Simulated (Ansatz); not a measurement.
## A barrier at the coupled-cluster level

Start structure (AlSiH4Cl3, singlet), relaxed at PBE0-D4/def2-TZVP:

```csv
atom,x (Å),y (Å),z (Å)
Al1,-1.0313,0.0023,-1.1623
Cl2,0.6646,0.7394,-2.2390
Cl3,-1.6143,-1.9635,-1.6466
Cl4,-2.5613,1.4106,-0.8236
H5,1.5453,0.3749,0.1111
Si6,0.1354,-0.2178,1.0866
H7,1.8821,0.2888,0.8338
H8,0.2013,0.7979,2.1758
H9,0.7782,-1.4326,1.6641
```

The step: AlSiH₂Cl₃ ([SiH2][Al]([Cl])([Cl])[Cl]) + H₂ → AlSiH₄Cl₃ ([SiH3][Al]([Cl])([Cl])[ClH]); bonds formed: Cl2–H5, Si6–H7; bonds broken: H5–Si6, H5–H7; bonds weakened to dative contacts: Al1–Cl2. Program: Ansatz 0.2.0. Basis: def2-TZVPP and def2-QZVPP. Cores are frozen in the correlated methods. Extrapolation: Hartree–Fock as exp(−7.88 √X), correlation as X^−2.97. Energies below are by CCSD(T) at an estimated basis limit (MP2 extrapolated from triple and quadruple zeta, plus CCSD(T) − MP2 in triple zeta).

Problem. What are the electronic barrier and the energy of the step, from the start structure to the end structure? (Judge from chemistry; the value comes from the calculation.)

Solution. Computed: Barrier 7.39 kcal/mol; step energy -1.84 kcal/mol (downhill); reverse barrier, their difference, 9.23 kcal/mol. Barrier and step energy count from the start structure, the reverse barrier from the end structure.

The saddle point: One imaginary mode of 516i cm⁻¹.
| pair | start (Å) | saddle (Å) | end (Å) |
| --- | --- | --- | --- |
| Cl2–H5 | 2.54 | 1.64 | 1.29 |
| Si6–H7 | 1.84 | 1.64 | 1.50 |
| Al1–Cl2 | 2.14 | 2.29 | 2.63 |
| H5–Si6 | 1.81 | 2.02 | 2.99 |
| H5–H7 | 0.80 | 0.98 | 2.15 |

Zero-point energy (harmonic, PBE0-D4): ZPE is 23.01 kcal/mol at the start and 21.93 kcal/mol at the saddle, so the barrier goes from 7.39 to 6.31 kcal/mol.

The T1 diagnostic stays at or below 0.011. The start structure is not quite a true minimum (one mode of 35i cm⁻¹). The end structure is not quite a true minimum (one mode of 49i cm⁻¹).

Labels in which every atom is bracketed show which atoms are joined, not bond orders.

For scale, one of the runs: CCSD(T)/def2-TZVPP, 266 basis functions, launched by `ansatz run in.yaml --threads 8 --pin off --events-out ev --progress --plain --max-ram 19148MiB`. Time: 96 s of wall clock on 8 CPU threads of an Arm Neoverse V1; the host was shared. Peak host memory: 5.6 GiB.
